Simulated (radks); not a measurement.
Effect of the nuclear size on the sulfur ion S3+, [Ne] 3s2 3p1. Method: Dirac Kohn-Sham, PBE, spin-unpolarised, spherical densities, finite nucleus; open shells fill j = l - 1/2 first; Fermi nuclear charge, rms radius 3.2611 fm; computed with a radial shooting solver on a logarithmic mesh with Libxc functionals. The rms radius is varied about that value; shifts are against it.

rms radius (fm),total energy shift (eV),density at nucleus (e/bohr^3),1s1/2 shift (meV),2s1/2 shift (meV)
2.873,-0.00228,2960,-0.954,-0.066
2.9937,-0.00160,2958,-0.670,-0.047
3.2611,0,2954,0.000,0.000
3.5709,0.00203,2949,0.846,0.059
4.0242,0.00532,2943,2.22,0.154

Slopes of the eigenvalues against <r^2> in GHz/fm^2, as finite differences over the two radii next to the reference (eigenvalue slopes, not the field-shift constants of lines): 1s1/2 96.8, 2s1/2 6.73.
